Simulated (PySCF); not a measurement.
# I: excitation energy

I [Kr] 4d10 5s2 5p5 (2P) → I [Kr] 4d10 5s2 5p4 5d1 (high-spin determinant), as a difference of total energies. All numbers are calculated (PySCF 2.14, scalar relativity through the core potential, in aug-cc-pVQZ-PP with ECP28MDF (7s7p5d3f2g, 92 functions)). Correlated levels: valence: 4s2 4p6 4d10 frozen. The calculations carry no spin-orbit coupling.

```csv
method,excitation energy (cm⁻¹)
UHF,63399
LDA,68197
PBE0,66639
r2SCAN,67198
B3LYP,67721
BP86,66294
r2SCANh,67337
r2SCAN0,67540
MP2 (valence),68053
```

**Question.** Estimate what SCS-MP2 (valence) gives.

**Answer.** 69089 cm⁻¹, closest to LDA among the rows shown.

**Question.** Estimate what PBE gives.

**Answer.** 65712 cm⁻¹, closest to BP86 among the rows shown.

The promoted electron is Rydberg-like, and one or two diffuse shells describe it only roughly, which tends to raise the upper state.

The determinant of the upper state mixes LS terms, which raises its energy above the lowest term, most at the Hartree-Fock and MP2 levels.
